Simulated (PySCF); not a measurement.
# Ionisation energy of F⁺ by level of theory

F⁺ [He] 2s2 2p4 (3P) → F²⁺ [He] 2s2 2p3 (4S), as a difference of total energies. All numbers are calculated (PySCF 2.14, the spin-free X2C one-electron Hamiltonian (Gaussian nucleus), in x2c-TZVPPall with one added diffuse shell each of s, p, d type (6s4p3d1f, 40 functions)). Correlated levels: valence and next inner shell: nothing frozen. The calculations carry no spin-orbit coupling.

| method | ionisation energy (eV) |
| --- | --- |
| UHF | 33.399 |
| MP2 (valence and next inner shell) | 34.606 |
| SCS-MP2 (valence and next inner shell) | 34.692 |
| CCSD (valence and next inner shell) | 34.647 |
| CCSD(T) (valence and next inner shell) | 34.669 |

Question: How much does correlation contribute at CCSD(T) (valence and next inner shell)?

Answer: 34.669 − (33.399) = 1.270 eV, measured against UHF.

Errors of the correlated levels include the incompleteness of this basis.

For comparison: 34.950 eV (measured; NIST levels, between the centres of gravity of the two terms).
